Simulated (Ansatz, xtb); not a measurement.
**Two isomers of FGaH4OSi**

We compare I, `F[SiH2][O][GaH2]`, a singlet, with II, `[F][GaH][O][SiH3]`, a singlet. Both are isolated molecules in the gas phase, relaxed with PBE0-D3(BJ)/def2-SVP; the shapes shown needn't be the lowest conformers.

I (Å):

```xyz
8

F    -1.3507   -1.5740    1.6958
Ga    1.4136   -0.6154   -0.5420
O     0.5814    0.0761    0.8884
Si   -0.6062   -0.1567    1.9836
H    -1.6379    0.9074    1.8642
H    -0.0381   -0.2360    3.3554
H     0.8904   -1.9921   -1.0534
H     2.5641    0.2936   -1.0675
```

II (Å):

```yaml
atoms:
  - { symbol: F, position_ang: [1.6725, -2.5708, 1.5138] }
  - { symbol: Ga, position_ang: [0.8638, -1.0195, 1.4382] }
  - { symbol: O, position_ang: [-0.1085, -0.8145, -0.0206] }
  - { symbol: Si, position_ang: [-0.5254, -1.6388, -1.4015] }
  - { symbol: H, position_ang: [1.0089, 0.0356, 2.5505] }
  - { symbol: H, position_ang: [-1.4331, -0.7713, -2.2072] }
  - { symbol: H, position_ang: [-1.2371, -2.9112, -1.0703] }
  - { symbol: H, position_ang: [0.6852, -1.9639, -2.2163] }
```

Question: Which of the two would you expect CCSD(T)/def2-SVP + ΔMP2/def2-TZVPP electronic energies to favour?

Answer: Structure I; the calculation gives E(II) − E(I) = +0.628 eV.

How the difference moves with the method:

```json
{"level": "PBE0-D3(BJ)/def2-SVP", "geometry": "PBE0-D3(BJ)/def2-SVP", "E(II) − E(I) (eV)": "+0.480", "departure from the last row (eV)": "−0.148", "job, with rough time for the two": "optimisation, 5.8 min"}
{"level": "HF/def2-SVP", "geometry": "PBE0-D3(BJ)/def2-SVP", "E(II) − E(I) (eV)": "+0.500", "departure from the last row (eV)": "−0.128", "job, with rough time for the two": "part of the CCSD(T) run"}
{"level": "MP2/def2-SVP", "geometry": "PBE0-D3(BJ)/def2-SVP", "E(II) − E(I) (eV)": "+0.428", "departure from the last row (eV)": "−0.200", "job, with rough time for the two": "part of the CCSD(T) run"}
{"level": "CCSD(T)/def2-SVP", "geometry": "PBE0-D3(BJ)/def2-SVP", "E(II) − E(I) (eV)": "+0.428", "departure from the last row (eV)": "−0.201", "job, with rough time for the two": "single point"}
{"level": "CCSD(T)/def2-SVP + ΔMP2/def2-TZVPP", "geometry": "PBE0-D3(BJ)/def2-SVP", "E(II) − E(I) (eV)": "+0.628", "departure from the last row (eV)": "", "job, with rough time for the two": "single point, 79 s"}
```

As drawn, II has 1 F–Ga, 1 Si–H in place of 1 F–Si, 1 Ga–H.

None of the levels shown reverses the order. The largest departure from CCSD(T)/def2-SVP + ΔMP2/def2-TZVPP is that of CCSD(T)/def2-SVP, 0.201 eV. Levels run at GFN2-xTB geometries aren't shown. The last row adds to CCSD(T) the change of the MP2 difference between the two basis sets, here +0.201 eV, a large step that makes the value less sure.

With harmonic frequencies from PBE0-D3(BJ)/def2-SVP (ideal gas, rigid rotor, one conformer each, 400 K, 1 atm): on the last row, ΔE + ΔZPE = +0.632 eV. A mode under 50 cm⁻¹ makes harmonic enthalpies and free energies unreliable, so none is given.

The correlated steps freeze 16 core orbitals; the filled d shell of Ga is correlated, in a basis made for valence electrons. Programs: Ansatz 0.2.0; the last row on 1 thread of Arm Neoverse N1 on a shared host.
